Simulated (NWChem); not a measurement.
System: CH₅ClSi; SMILES [SiH2](C)Cl

Task: Give the equilibrium geometry at PBE-D3(BJ)/def2-SVP (NWChem) as an XYZ file, with the point group.

Result: point group Cs; any orientation.
```
8

Si     0.6040     0.4448     0.0000
C     -0.7388     1.7564     0.0000
Cl    -0.2713    -1.4528     0.0000
H      1.4672     0.5520    -1.2248
H      1.4672     0.5520     1.2248
H     -1.3806     1.6614     0.8984
H     -0.2827     2.7681     0.0000
H     -1.3806     1.6614    -0.8984
```
